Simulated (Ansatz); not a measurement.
`O[B](O)[SbH2]`, relaxed with RKS PBE0-D4/def2-TZVP in Ansatz from a PBE-D4/def2-SVP geometry. The force threshold is 0.005 eV/Å; the program also tests the step.

Total charge 0; spin multiplicity 1. Sb takes the def2 core potential.

Start:

```xyz
8

O     0.669   -0.277   -1.384
B     0.276    0.246   -0.182
O     1.092    0.885    0.712
Sb   -1.952    0.180    0.313
H     1.622   -0.172   -1.577
H     2.028    0.944    0.434
H    -2.096   -1.452   -0.247
H    -1.639   -0.354    1.931
```

Problem. By how much does the energy fall, and how many steps does the optimiser take? (Best estimate.)

Solution. Computed: 0.65 kcal/mol, in 10 steps, 2 of them rejected.

Problem. Which bonds change most? (Best estimate.)

Solution. Ansatz gave: Sb4–H8 from 1.732 to 1.705 Å; Sb4–H7 from 1.732 to 1.705 Å; B2–Sb4 from 2.283 to 2.260 Å; O1–H5 from 0.978 to 0.963 Å.

Problem. Give the relaxed structure. (Best estimate.)

Solution. Ansatz gave: 
```xyz
8

O     0.669   -0.256   -1.386
B     0.273    0.243   -0.184
O     1.090    0.860    0.711
Sb   -1.932    0.159    0.303
H     1.605   -0.160   -1.592
H     2.017    0.929    0.455
H    -2.077   -1.457   -0.222
H    -1.646   -0.318    1.915
```
